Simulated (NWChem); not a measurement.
System: HfH₄O₂; SMILES [OH][HfH2][OH]

```xyz
7

Hf     0.0000     0.0000    -0.1844
O      1.6358     0.0000     0.8038
H      2.3219     0.0000     1.4694
O     -1.6358     0.0000     0.8038
H     -2.3219     0.0000     1.4694
H      0.0000    -1.5174    -1.2621
H      0.0000     1.5174    -1.2621
```
Atoms are numbered in this order, from 1.

Results from NWChem. Structure relaxed at the PBE0/def2-SVP level. def2 effective core potentials on Hf; no spin-orbit coupling. Total energies compare along this basis series because the functional is fixed.

```tsv
level	basis functions	energy (Ha)	highest occupied level (eV)	orbital gap (eV)	dipole (D)
B3LYP/def2-SVP	80	-200.8692	…	6.10	…
B3LYP/def2-SVPD	113	-200.8883	-7.48	6.10	3.07
B3LYP/def2-TZVP	126	-201.0713	-7.45	6.21	3.25
B3LYP/def2-TZVPP	174	-201.0778	-7.46	6.21	3.20
```

Some entries are withheld; supply them.


- B3LYP/def2-SVP, highest occupied level (eV): -7.33
- B3LYP/def2-SVP, dipole (D): 3.49
